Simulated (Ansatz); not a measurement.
Relaxation of GeH3Se (5 atoms, charge 1, multiplicity 1), to a largest force component of 0.02 eV/Å in at most 50 steps.

These are results of UKS PBE0-D4/def2-SVP (Ansatz), not measurements.

```xyz
5
Properties=species:S:1:pos:R:3:forces:R:3
Ge -0.446 -0.429 -0.137 -0.23 -0.42 0.09
Se 0.740 1.435 -0.502 -0.28 -0.06 -0.32
H -0.307 -1.390 1.048 0.27 0.27 0.10
H -1.521 -0.880 -1.121 0.05 0.29 -0.21
H 1.534 1.265 0.712 0.18 -0.08 0.34
```

Question: Where does it end, and by what steps?

Answer: It converged. Limits of this set-up: the dipole of an ion depends on the origin. After 3 steps the energy has fallen by 0.059 eV; H3 moved furthest, 0.13 Å.

```tsv
step	energy less start (eV)	largest force component (eV/Å)	accepted
0	0.0000	0.421	yes
1	-0.0501	0.288	yes
2	-0.0582	0.072	yes
3	-0.0589	0.011	yes
```

```xyz
5
Properties=species:S:1:pos:R:3
Ge -0.471 -0.469 -0.138
Se 0.709 1.393 -0.508
H -0.213 -1.322 1.099
H -1.524 -0.816 -1.182
H 1.499 1.214 0.728
```

Run time: 4.5 s on 2 threads of AMD EPYC 9R45 96-Core Processor (Zen 5), with other jobs on the host, peak memory 0.25 GiB.
